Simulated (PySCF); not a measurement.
PySCF was given this input:
```python
from pyscf import gto, scf

mol = gto.M(
    atom='''
Ge    0.21534543    0.06425419   -0.52908034
Cl    1.26495334   -1.44744543    0.52128696
Cl    0.42436168    1.84705826    0.59671132
C    -1.72532492   -0.42761925   -0.71789431
C    -2.41016893   -0.60441407    0.62921054
H     0.95021261    0.28198135   -1.85809638
H    -2.21746669    0.35593288   -1.29336995
H    -1.78401479   -1.34907971   -1.29655162
H    -2.36354118    0.31774497    1.20616305
H    -3.45635249   -0.87264794    0.49382087
H    -1.92528352   -1.39128358    1.20473714
''',
    basis='sto-3g',
    verbose=4,
    max_memory=1800,
)

mf = scf.RHF(mol)
mf = mf.density_fit(auxbasis='def2-universal-jkfit')
mf.kernel()
```

Q: What HOMO-LUMO gap does DF-HF/STO-3G in PySCF give?

A: 17.80 eV

Q: What dipole moment does DF-HF/STO-3G give?

A: 3.57 D

Q: Predict the Mulliken (on the basis functions themselves) charges in atom order from DF-HF/STO-3G.

A: Ge1 0.89, Cl2 -0.36, Cl3 -0.36, C4 -0.24, C5 -0.18, H6 -0.09, H7 0.07, H8 0.07, H9 0.07, H10 0.07, H11 0.07
